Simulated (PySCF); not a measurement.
Compound: C₂H₄N₂Si.
SMILES with atom numbers: `[N:1]#[C:2]/[CH:3]=[N:4]/[SiH3:5]` (hydrogens: H6 on C3; H7, H8, H9 on Si5)

Cartesian coordinates in Å at the GFN2-xTB level; atoms count from 1:
```xyz
9
C2H4N2Si angstrom
N      3.458    0.351   -0.027
C      2.351    0.054   -0.047
C      0.984   -0.347   -0.050
N      0.094    0.373   -0.556
Si    -1.613    0.221   -0.736
H      0.816   -1.325    0.426
H     -2.098    1.402   -0.030
H     -2.205   -1.005   -0.188
H     -1.773    0.281   -2.185
```

The closed-shell SCF was solved with PySCF and density fitting under several settings on one GFN2-xTB geometry (grid level 2 and gas phase unless stated).

```json
{"settings": "PBE0/pcSseg-1", "basis functions": "112", "SCF cycles": "14", "E (Eh)": "-477.1903", "HOMO (eV)": "-8.05", "LUMO (eV)": "-2.44", "dipole (D)": "3.98"}
{"settings": "PBE0/def2-SVPD", "basis functions": "136", "SCF cycles": "14", "E (Eh)": "-476.9991", "HOMO (eV)": "-8.07", "LUMO (eV)": "-2.53", "dipole (D)": "3.87"}
{"settings": "HSE06/cc-pVTZ, fitting basis def2-qzvpp-jkfit", "basis functions": "210", "SCF cycles": "10", "E (Eh)": "-477.3308", "HOMO (eV)": "-7.62", "LUMO (eV)": "-2.83", "dipole (D)": "3.78"}
```

Estimate the rows for these settings: (1) wB97X-D/6-311+G(2d,p), fitting basis def2-universal-jkfit; (2) B97-D/6-311G**, grid level 3.

| settings | basis functions | SCF cycles | E (Eh) | HOMO (eV) | LUMO (eV) | dipole (D) |
| --- | --- | --- | --- | --- | --- | --- |
| wB97X-D/6-311+G(2d,p), fitting basis def2-universal-jkfit | 167 | 11 | -477.5586 | -10.02 | -0.74 | 3.97 |
| B97-D/6-311G**, grid level 3 | 122 | 16 | -477.4818 | -6.50 | -3.25 | 3.75 |

Over all rows, what range does the HOMO–LUMO gap span?

From 3.25 eV (B97-D/6-311G**, grid level 3) to 9.28 eV (wB97X-D/6-311+G(2d,p), fitting basis def2-universal-jkfit). The functional of the narrowest has no exact exchange, that of the widest range-separated exact exchange.

And the dipole moment?

From 3.75 D (B97-D/6-311G**, grid level 3) to 3.98 D (PBE0/pcSseg-1); the largest is 1.06 times the smallest, and the median is 3.87 D.

Compare two rows with the functional PBE0: PBE0/pcSseg-1 and PBE0/def2-SVPD. Which energy is lower, and by how much?

PBE0/pcSseg-1 (112 functions) lies 0.1912 Eh or 120 kcal/mol below PBE0/def2-SVPD (136 functions). The smaller set gives the lower energy; the two sets aren't nested, so the variational bound doesn't order them by size.

Whole jobs, the steps after the SCF included, on one thread, Intel Xeon at 2.50 GHz (x86_64), no GPU (shared host):

| settings | work after the SCF | wall time | peak memory |
| --- | --- | --- | --- |
| PBE0/pcSseg-1 | shieldings, charges and field gradients | 25 s | 0.49 GiB |
| PBE0/def2-SVPD | 6 singlets by full TDDFT, 2 Tamm–Dancoff triplets, polarisability | 24 s | 0.57 GiB |
| HSE06/cc-pVTZ, fitting basis def2-qzvpp-jkfit | spin–spin couplings from 9 perturbed nuclei | 91 s | 0.89 GiB |
| wB97X-D/6-311+G(2d,p), fitting basis def2-universal-jkfit | 12 singlets by full TDDFT, polarisability | 38 s | 0.74 GiB |
| B97-D/6-311G**, grid level 3 | spin–spin couplings from 9 perturbed nuclei | 43 s | 0.52 GiB |

B97-D and wB97X-D ran without the empirical dispersion term, which would shift the total energy alone. Cycle counts include a coarse-grid stage where the run had one. All basis functions are spherical, in the Pople sets too.
